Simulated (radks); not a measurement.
Results of a calculation; reference values are marked as such.
The niobium ion Nb+, 40 electrons, occupied as [Kr] 4d4.

Level of theory: non-relativistic Kohn-Sham, LDA (Slater exchange, Perdew-Wang correlation), spin-unpolarised, spherical densities, point nucleus; relativity is left out, which matters for an element this heavy (a radial shooting solver on a logarithmic mesh with Libxc functionals).

Energy parts (eV):
| part | energy |
|---|---|
| total | -102068.230 |
| kinetic | 101995.543 |
| electron-nucleus | -242960.881 |
| Hartree | 41959.727 |
| exchange-correlation | -3062.620 |

Orbitals (lengths in bohr, moments of r in powers of bohr; r(max) is where P^2 peaks):
\begin{tabular}{lrrrr}
orbital & occ. & eigenvalue (eV) & <r^4> & r(max) \\ \hline
1s & 2 & -18340.44 & 8.729e-06 & 0.02463 \\
2s & 2 & -2529.944 & 0.001671 & 0.1378 \\
2p & 6 & -2326.718 & 0.001124 & 0.1084 \\
3s & 2 & -425.2443 & 0.08780 & 0.4069 \\
3p & 6 & -347.9397 & 0.09204 & 0.3943 \\
3d & 10 & -206.0788 & 0.09916 & 0.3338 \\
4s & 2 & -61.8409 & 3.917 & 1.055 \\
4p & 6 & -40.4576 & 6.373 & 1.131 \\
4d & 4 & -9.6806 & 53.51 & 1.482 \\
\end{tabular}

The highest occupied level is 4d at -9.681 eV. The electron density at the nucleus is 4.786e+04 e/bohr^3. Summed over all electrons, <r^2> = 39.79 bohr^2, which gives a Langevin (diamagnetic) susceptibility term of -31.5 x 10^-6 cm^3/mol. Virial ratio -V/T = 2.00071.
